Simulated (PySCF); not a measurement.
**C₆ coefficients of unlike pairs at PBE0**

Calculated with PySCF 2.14 from the dipole response of each species, C₆(A,B) = (3/π) ∫ α_A(iu) α_B(iu) du, in atomic units, from isotropic polarisabilities. For ions this is the dispersion term alone; charge-induced terms of lower order in 1/R come first.

```json
{"species": "I²⁺", "configuration": "[Kr] 4d10 5s2 5p3 (4S)", "basis": "aug-cc-pwCVTZ-PP with ECP28MDF (8s7p6d4f1g)", "relativity": "core potential", "α (bohr³)": "13.73", "C₆ (like pair)": "96.30"}
{"species": "Mn²⁺", "configuration": "[Ar] 3d5 (6S)", "basis": "aug-cc-pVTZ-DK (8s7p5d3f2g)", "relativity": "spin-free X2C", "α (bohr³)": "3.885", "C₆ (like pair)": "11.48"}
{"species": "Xe", "configuration": "[Xe] (1S)", "basis": "aug-cc-pwCVTZ-DK3 (10s9p7d4f1g)", "relativity": "spin-free X2C", "α (bohr³)": "27.57", "C₆ (like pair)": "295.2"}
{"species": "C²⁺", "configuration": "[He] 2s2 (1S)", "basis": "x2c-QZVPPall with one added diffuse shell each of s, p, d, f type (8s5p4d3f1g)", "relativity": "spin-free X2C", "α (bohr³)": "4.262", "C₆ (like pair)": "6.585"}
```

(1) Estimate C₆ for Mn²⁺ with I²⁺.

No spin-orbit coupling is included.

The other pairs:

```tsv
pair	C₆
C²⁺, I²⁺	24.79
Xe, I²⁺	167.2
C²⁺, Mn²⁺	8.021
Xe, Mn²⁺	54.70
C²⁺, Xe	44.04
```

## Answers

(1) The integral gives 32.38. The combination rule 2 C_A C_B / (C_A α_B/α_A + C_B α_A/α_B) gives 32.61 and the geometric mean 33.25.
